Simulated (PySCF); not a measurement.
C3F6O. Atoms are numbered in the order given.

```xyz
10

F      1.7573     0.9300     0.7872
C      1.3944    -0.1463     0.1220
F      2.2686    -1.1120     0.3141
O      0.9541     0.0364    -1.1593
C      0.0201    -0.4618    -0.2335
F     -0.3391    -1.7296    -0.4019
C     -1.1942     0.4149     0.0424
F     -2.0646     0.3034    -0.9514
F     -0.8387     1.6832     0.1614
F     -1.7784     0.0215     1.1671
```
Charge 0, spin multiplicity 1.

Coordinates come from a PBE0-D3(BJ)/def2-SVP optimisation.

Level of theory: PBE0/pcSseg-1 run with PySCF.

GIAO shieldings, no solvent; atoms listed in one row are averaged. δ = σ(ref) − σ: ¹⁹F against CFCl3 (σ = 167.2 ppm); ¹³C against TMS (σ = 186.3 ppm); ¹⁷O against H2O (σ = 334.2 ppm), references at their B3LYP-D3(BJ)/def2-TZVP geometries, non-relativistic.

```csv
nucleus,atoms,count,δ (ppm)
¹⁹F,"F8, F9, F10",3,-100.8
¹⁹F,F1,1,-135.1
¹⁹F,F3,1,-139.7
¹⁹F,F6,1,-188.3
¹³C,C7,1,125.6
¹³C,C2,1,112.9
¹³C,C5,1,93.9
¹⁷O,O4,1,153.1
```
